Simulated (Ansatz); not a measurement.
The cluster BeF2⁻, relaxed as a doublet with UKS PBE-D4/def2-TZVPD in Ansatz, starting from the GFN1-xTB geometry. Force threshold 0.02 eV/Å.

The highest occupied level of the charge -1 doublet lies above zero (up to 1.80 eV). By energy differences its removal costs 0.74 eV (vertical, to the charge 0 singlet, at PBE-D4/def2-TZVPD); a positive level beside a positive removal energy at the same level points to self-interaction error. The structure comes from a short search, and lower isomers may exist.

Start:

```
atom   x (Å)   y (Å)   z (Å)
 Be1  -0.403   0.254  -0.309
  F2  -0.698  -0.694   0.858
  F3   1.101   0.440  -0.549
```

```csv
step,energy (eV),largest force component (eV/Å),SCF passes
1,-5835.7244,1.536,25
2,-5835.8437,0.908,34
3,-5835.8811,0.712,31
4,-5835.9146,0.003,30
```

Force components are those of the run's own axes.

End:

```xyz
3

Be   -0.2932    0.1852   -0.2254
F    -0.7809   -0.6779    0.8383
F     1.0741    0.4927   -0.6129
```

By distances, no bond broke or formed. The bond that changes most is Be1–F3, from 1.53 to 1.45 Å (atoms count from 1).

No frequencies were taken in this run, so the end may be a saddle point.

Run time 2.9 s (4 threads of Arm Neoverse V1 on a shared host).
